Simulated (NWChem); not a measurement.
GeSiNH7; SMILES [SiH3][NH][GeH3]

Program: NWChem. Pople sets run with spherical d functions. All runs use the structure optimised with PBE0/def2-SVP. Level M06-2X/6-31G*: energy and gradient on several grids; changes count from the extra-fine grid, which is no exact limit either.

```
grid     size of the energy change (μHa)  largest change of a gradient component (μHa/bohr)  time, medium = 1 (rough)
-------  -------------------------------  -------------------------------------------------  ------------------------
xcoarse                             6000                                               5000                   about 1
coarse                               300                                                700                   about 1
medium                                40                                                500                   about 1
fine                                < 10                                                100                   about 1
xfine                               < 10                                               < 30                         2
```
